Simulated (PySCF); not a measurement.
C2H11NSi2.
Atom-mapped SMILES: `[CH3:1][CH2:2][SiH2:3][NH:4][SiH3:5]` (hydrogens: H6, H7, H8 on C1; H9, H10 on C2; H11, H12 on Si3; H13 on N4; H14, H15, H16 on Si5)

Level: PBE0/pcSseg-1 and CAM-B3LYP/def2-SVPD in PySCF, non-relativistic, on one gas-phase PBE0-D3(BJ)/def2-SVP geometry that isn't relaxed in the solvent. The solvent is an IEF-PCM continuum (cavity from Bondi-type radii × 1.2). The model holds no explicit solvent molecules, cavitation or dispersion.

Gas phase at PBE0/pcSseg-1: HOMO -7.25 eV, LUMO 0.38 eV, dipole 1.24 D.

**Question.** What does the continuum do to the energy, the frontier levels and the dipole at PBE0/pcSseg-1 in benzene and chloroform?

**Answer.** 
```json
{"solvent": "benzene", "ε": "2.271", "E(solvent) − E(gas) (kJ/mol)": "-3.77", "polarisation term (kJ/mol)": "-3.95", "distortion of the solute (kJ/mol)": "0.18", "HOMO (eV)": "-7.18", "LUMO (eV)": "0.47", "dipole (D)": "1.40"}
{"solvent": "chloroform", "ε": "4.711", "E(solvent) − E(gas) (kJ/mol)": "-6.11", "polarisation term (kJ/mol)": "-6.58", "distortion of the solute (kJ/mol)": "0.47", "HOMO (eV)": "-7.16", "LUMO (eV)": "0.50", "dipole (D)": "1.50"}
```

The polarisation term is half the interaction of the solute with the surface charges that it induces; the rest is the cost of distorting the solute's density. The sum is the electrostatic part of solvation alone. From benzene to chloroform the lowering changes by a factor 1.62, Onsager's factor (ε − 1)/(2ε + 1) by 1.55 and ε itself by 2.1.

**Question.** Which radius a makes the point-dipole formula ΔE = −[(ε − 1)/(2ε + 1)]·μ²/a³ give the value in chloroform, with the gas-phase dipole?

**Answer.** μ = 0.490 au and |ΔE| = 0.00233 Eh give a = 1.76 Å; the farthest nucleus lies 4.16 Å from the centroid of the nuclei, so such a sphere wouldn't even hold the nuclei. The formula assumes a rigid point dipole at the centre of a sphere.

**Question.** Which Hirshfeld charges (PBE0/pcSseg-1) respond most in benzene (means over atoms taken as equivalent)?

**Answer.** 
```json
{"atoms": "H13", "environment": "N–H hydrogen", "gas (e)": "+0.119", "solvent (e)": "+0.124", "change": "+0.005"}
{"atoms": "H11/H12", "environment": "Si–H hydrogen", "gas (e)": "-0.087", "solvent (e)": "-0.090", "change": "-0.003"}
{"atoms": "H14/H15/H16", "environment": "Si–H hydrogen", "gas (e)": "-0.084", "solvent (e)": "-0.085", "change": "-0.001"}
{"atoms": "H9/H10", "environment": "methylene hydrogen", "gas (e)": "+0.038", "solvent (e)": "+0.039", "change": "+0.001"}
{"atoms": "C1", "environment": "methyl carbon", "gas (e)": "-0.113", "solvent (e)": "-0.114", "change": "-0.001"}
{"atoms": "H6/H7/H8", "environment": "methyl hydrogen", "gas (e)": "+0.039", "solvent (e)": "+0.039", "change": "0.000"}
{"atoms": "C2", "environment": "sp3 carbon bound to silicon", "gas (e)": "-0.161", "solvent (e)": "-0.160", "change": "+0.001"}
{"atoms": "N4", "environment": "nitrogen bridging silicon atoms", "gas (e)": "-0.327", "solvent (e)": "-0.327", "change": "0.000"}
{"atoms": "Si3", "environment": "SiH2 silicon", "gas (e)": "+0.369", "solvent (e)": "+0.369", "change": "0.000"}
{"atoms": "Si5", "environment": "SiH3 silicon", "gas (e)": "+0.346", "solvent (e)": "+0.346", "change": "0.000"}
```

Gas phase at CAM-B3LYP/def2-SVPD: HOMO -8.61 eV, LUMO 0.91 eV, dipole 1.27 D.

**Question.** What does the continuum do to the energy, the frontier levels and the dipole at CAM-B3LYP/def2-SVPD in benzene?

**Answer.** 
```
solvent      ε  E(solvent) − E(gas) (kJ/mol)  polarisation term (kJ/mol)  distortion of the solute (kJ/mol)  HOMO (eV)  LUMO (eV)  dipole (D)
benzene  2.271                         -3.76                       -3.97                               0.21      -8.53       1.02        1.45
```

**Question.** How does the static polarisability (CAM-B3LYP/def2-SVPD, frozen core, with the continuum's full static response) change?

**Answer.** 
```csv
medium,isotropic (au),principal values (au),⟨r²⟩ of the electrons (bohr²)
gas,87.3,"76.9, 80.2, 104.8",1172.4
benzene,98.7,"88.4, 92.2, 115.6",1172.6
```

The isotropic value in benzene is 1.13 times the gas-phase one; no cavity-field correction is applied. ⟨r²⟩ is taken about the centre of nuclear charge.

On Arm Neoverse V2, one thread, on a shared host, this took 11 s wall and 1.0 GiB of memory at its peak. This is the whole shielding run at PBE0/pcSseg-1 in chloroform, SCF included.

The values belong to the conformer `[CH3:1][CH2:2][SiH2:3][NH:4][SiH3:5]`: C1–C2–Si3–N4 179°, C2–Si3–N4–Si5 120°.
